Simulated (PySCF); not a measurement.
**Ionisation energy of Dy⁴⁸⁺ by level of theory**

Dy⁴⁸⁺ [Ar] (1S) → Dy⁴⁹⁺ [Ne] 3s2 3p5 (2P), as a difference of total energies. Computed with PySCF 2.14 in an uncontracted even-tempered set (16 s from 11 bohr⁻², ratio 2.5; 10 p from 14 bohr⁻², ratio 2.5; 4 d from 60 bohr⁻², ratio 2.7; 4 f from 90 bohr⁻², ratio 2.7), with the non-relativistic Hamiltonian (point nucleus). Correlated levels: outer shells: 1s2 frozen; virtual orbitals above 40 to 60 times the deepest correlated orbital energy dropped. The calculations carry no spin-orbit coupling.

| method | ionisation energy (eV) |
| --- | --- |
| UHF | 4256.5 |
| LDA | 4257.7 |
| PBE | 4258.1 |
| PBE0 | 4258.3 |
| r2SCAN | 4258.9 |
| r2SCANh | 4258.9 |
| M06-L | 4258.6 |
| MP2 (outer shells) | 4257.4 |
| SCS-MP2 (outer shells) | 4257.2 |

A first-order spin-orbit estimate (lowest level to lowest level, LS coupling) adds -47.147 eV.

The gap to the reference is mostly relativistic.

For comparison: 4303 ± 4 eV (theoretical estimate listed by NIST; NIST Atomic Spectra Database, ionization energies).
